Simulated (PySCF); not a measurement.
Ge(H)3(tBu) (C₄H₁₂Ge), SMILES C[C](C)(C)[GeH3]. Heavy atoms are numbered as in [GeH3:1][C:2]([CH3:3])([CH3:4])[CH3:5]. Hydrogens are named by the atom that carries them.

Coordinates come from a B3LYP-D3(BJ)/def2-SVP optimisation. The isomer is the one that the SMILES or the coordinates give; other isomers of the formula were not compared.

The numbers are results of PBE0/pcSseg-1 (PySCF), not measurements.

GIAO shieldings, no solvent; atoms alike by connectivity are averaged. δ = σ(ref) − σ: ⁷³Ge against GeH4 (σ = 1658.3 ppm); ¹³C against TMS (σ = 186.3 ppm); ¹H against TMS (σ = 31.56 ppm), references at their B3LYP-D3(BJ)/def2-TZVP geometries, non-relativistic.

```csv
nucleus,atoms,count,δ (ppm)
⁷³Ge,Ge1 (GeH3),1,156.1
¹³C,C3 (CH3),3,32.2
¹³C,C2,1,26.6
¹H,H on Ge1,3,4.15
¹H,H on C3,9,1.43
```
